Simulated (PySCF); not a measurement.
SMILES [SiH3][CH2][Ge]([Cl])([Cl])[Cl] (CH₅Cl₃GeSi), singlet, PBE0/def2-SVP optimised geometry.

```
11

Si    -0.47     1.71    -1.52
C     -0.87     0.66     0.00
Ge    -0.18    -1.14     0.00
Cl    -0.83    -2.23    -1.73
Cl    -0.83    -2.23     1.73
Cl     1.97    -1.14     0.00
H      1.01     1.80    -1.70
H     -1.08     1.10    -2.74
H     -1.03     3.08    -1.31
H     -0.47     1.14     0.91
H     -1.97     0.57     0.12
```

Density from PBE0/def2-TZVP (PySCF 2.14.0) at that geometry.

Minimum of the electron density along straight lines between bonded atoms, close to the bond critical point (lines longer than 1.1 times the sum of covalent radii, or with two minima, are not listed):

```csv
bond,length / Å,ρ at the minimum / e bohr⁻³,∇²ρ there / e bohr⁻⁵,position (fraction from the first atom)
Si1–C2,1.895,0.113,___,0.39
C2–Ge3,1.927,___,___,0.52
Ge3–Cl4,2.145,0.108,0.16,0.43
Ge3–Cl5,2.146,0.108,0.16,0.43
Ge3–Cl6,2.145,0.108,0.16,0.43
Si1–H7,1.492,0.120,0.15,0.49
Si1–H8,1.491,0.121,0.15,0.49
Si1–H9,1.493,0.119,0.15,0.49
C2–H10,1.103,0.265,-0.86,0.65
C2–H11,1.103,0.265,-0.86,0.65
```

Problem. Complete the blanks.

Solution. 
- Si1–C2, ∇²ρ there / e bohr⁻⁵: 0.19
- C2–Ge3, ρ at the minimum / e bohr⁻³: 0.134
- C2–Ge3, ∇²ρ there / e bohr⁻⁵: 0.07
